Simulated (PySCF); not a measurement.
Compound: C3H6NPSe.
Cartesian coordinates in Å at the PBE0-D3(BJ)/def2-SVP level; atoms count from 1:
```xyz
12
C3H6NPSe angstrom
C     -1.2064    0.4818    0.2337
P      0.1341    0.6822   -0.9754
Se    -0.3651    0.5099   -2.9912
C      1.4289   -0.5404   -0.4390
C      1.7846   -0.4044    0.9579
N      2.0110   -0.2435    2.0823
H     -0.8245    0.5500    1.2634
H     -1.9504    1.2699    0.0529
H     -1.6817   -0.4945    0.0631
H      0.7487    1.8990   -0.5670
H      1.0283   -1.5438   -0.6544
H      2.3015   -0.3858   -1.0915
```

Level of theory: PySCF, PBE0-D3(BJ)/def2-SVP geometry optimisation, gas phase.

Masses are those of the commonest isotopes; rigid-rotor values at the optimised geometry. The values belong to one conformer with, in the numbering `[CH3:1][P@H:2](=[Se:3])[CH2:4][C:5]#[N:6]`, C1–P2–C4–C5 -52°.

Question: Give the principal moments of inertia and the rotational constants in GHz.

Answer: Ia = 98.62, Ib = 608.32, Ic = 679.88 u·Å²; 505379 MHz·u·Å²/I gives 5124, 830.8 and 743.3 MHz, that is A = 5.1243, B = 0.8308, C = 0.7433 GHz.

Question: What kind of rotor is it?

Answer: A near-prolate asymmetric top: κ = (2 × 830.8 − 5124 − 743.3)/(5124 − 743.3) = -0.96.

Question: Is it planar, by Δ = Ic − Ia − Ib?

Answer: Not planar: Δ = Ic − Ia − Ib = -27.07 u·Å². For a rigid frame Δ = −2 Σ m c², so Σ m c² = 13.53 u·Å² lies off the ab plane: 6.98 from hydrogen and 6.56 from heavier atoms. The atom farthest from that plane is 1.69 Å away.

Question: Give the other two planar moments, Paa and Pbb, and the rms extents of the mass along the axes.

Answer: Paa = Σ m a² = (Ib + Ic − Ia)/2 = 594.79 and Pbb = Σ m b² = (Ia + Ic − Ib)/2 = 85.09 u·Å². With the mass M = 166.94 u, the rms extents √(P/M) along a, b and c are 1.89, 0.71, 0.28 Å.

Question: Predict some low-J microwave lines.

Answer: The dipole components are |μa| = 0.45 D, |μb| = 0.71 D, |μc| = 0.44 D. The squared components, which scale the intensities, stand as 0.40 : 1.00 : 0.37 (a : b : c). Some lines, for components of 0.1 D or more:

```tsv
type	branch	J(Ka,Kc)	MHz	lower level (cm⁻¹)
a	Q	3(1,2) ← 3(1,3)	525	0.451
a	R	2(0,2) ← 1(0,1)	3147	0.053
c	Q	2(1,2) ← 2(0,2)	4207	0.157
b	Q	3(1,2) ← 3(0,3)	4605	0.315
a	R	3(2,1) ← 2(2,0)	4728	0.736
a	R	3(1,2) ← 2(1,1)	4853	0.307
c	R	1(1,0) ← 0(0,0)	5955	0.000
c	R	2(1,1) ← 1(0,1)	7617	0.053
b	R	3(1,3) ← 2(0,2)	8798	0.157
b	Q	3(2,1) ← 3(1,2)	12757	0.468
b	Q	2(2,0) ← 2(1,1)	12882	0.307
b	Q	2(2,1) ← 2(1,2)	13143	0.298
b	R	2(2,1) ← 1(1,0)	16116	0.199
c	R	2(2,0) ← 1(1,0)	16118	0.199
c	R	2(2,1) ← 1(1,1)	16204	0.196
b	R	2(2,0) ← 1(1,1)	16205	0.196
c	Q	3(3,1) ← 3(2,1)	21681	0.894
b	Q	3(3,1) ← 3(2,2)	21687	0.894
b	R	3(3,1) ← 2(2,0)	26408	0.736
c	R	3(3,0) ← 2(2,0)	26408	0.736
c	R	3(3,1) ← 2(2,1)	26410	0.736
```

Question: Estimate the classical rotational partition function at 25 K, 200 K and 298.15 K.

Answer: Point group C1, symmetry number σ = 1; q = (√π/σ)·√((kT/h)³/(ABC)), k/h = 20836.6 MHz/K: 11800 at 25 K, 268000 at 200 K, 488000 at 298.15 K.

No frequency check. Zero-point vibration and centrifugal distortion are left out. A rigid rotor knows nothing of internal rotation, which can split or shift real lines. Quadrupole hyperfine structure (14N) is left out.

The run took 51 s on Arm Neoverse V1, one thread, shared host with 32 logical CPUs at a one-minute load of 19, and the process peaked at 0.54 GiB of memory. That covers the optimisation of the geometry.
